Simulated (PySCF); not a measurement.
Spin-rotation constants: `CN=P1(C2CC2)CCSCC1`, C8H16NPS

Geometry (Å), atoms numbered from 1 in this order:
```xyz
27

C    -1.132    2.674    0.120
N    -0.353    1.574    0.649
P    -0.138    0.171    0.005
C    -1.582   -0.897   -0.400
C    -2.409   -1.430    0.733
C    -1.643   -2.372   -0.135
C     0.841    0.048   -1.581
C     2.153    0.777   -1.361
S     3.235   -0.138   -0.221
C     2.250    0.019    1.299
C     0.929   -0.721    1.191
H    -0.770    3.029   -0.850
H    -2.194    2.431    0.019
H    -1.040    3.493    0.835
H    -2.116   -0.528   -1.273
H    -2.047   -1.255    1.736
H    -3.486   -1.399    0.650
H    -0.780   -2.869    0.281
H    -2.190   -2.979   -0.841
H     1.013   -0.993   -1.859
H     0.268    0.531   -2.380
H     1.976    1.763   -0.925
H     2.723    0.884   -2.284
H     2.877   -0.395    2.091
H     2.074    1.079    1.487
H     1.096   -1.750    0.864
H     0.424   -0.718    2.160
```

Computed, not measured: GIAO HF/pcSseg-1 magnetisability, rotational g tensor and spin-rotation constants, non-relativistic, gas phase in PySCF 2.14.0. Geometry: GFN2-xTB.

Problem. Give the nuclear spin-rotation constants along the inertial axes (H = +C I·J) beside the isotropic shieldings.

Solution. Rotational constants 1.2057, 0.6361, 0.5370 GHz. A star marks the isotopologue with that one atom substituted, in its own axes.
```
atom  isotope  Caa (kHz)  Cbb (kHz)  Ccc (kHz)  mean (kHz)  σ (ppm)
  N2      14N      0.016      0.044      0.009       0.023    252.6
  P3      31P      1.935      0.747      0.855       1.179    368.8
 H12       1H     -0.087     -0.058     -0.003      -0.049     29.6
 H13       1H      0.043     -0.066     -0.052      -0.025     29.4
 H14       1H     -0.112     -0.022     -0.014      -0.049     28.8
 H15       1H     -0.113     -0.059     -0.021      -0.065     31.7
 H16       1H     -0.119     -0.076     -0.003      -0.066     31.8
 H17       1H     -0.002     -0.068     -0.058      -0.043     31.4
 H18       1H     -0.084     -0.032     -0.056      -0.058     31.8
 H19       1H     -0.099     -0.052     -0.030      -0.061     31.5
 H20       1H     -0.142      0.005     -0.051      -0.063     30.7
 H21       1H     -0.121     -0.052     -0.009      -0.060     30.2
 H22       1H     -0.122      0.007     -0.044      -0.053     29.0
 H23       1H     -0.071     -0.069     -0.012      -0.051     29.9
 H24       1H     -0.102     -0.047     -0.017      -0.055     29.9
 H25       1H     -0.125      0.017     -0.045      -0.051     28.5
 H26       1H     -0.147      0.008     -0.057      -0.066     31.3
 H27       1H     -0.105     -0.078      0.000      -0.061     30.9
  C1     13C*      0.182      0.086      0.084       0.117    163.8
  C4     13C*      0.102      0.099      0.055       0.085    186.4
  C5     13C*      0.114      0.066      0.057       0.079    194.2
  C7     13C*      0.163      0.087      0.094       0.115    163.6
  C8     13C*      0.182      0.086      0.073       0.114    168.2
  S9     33S*      0.333      0.155      0.097       0.195    548.6
```
For the geometry as given, no vibrational averaging.
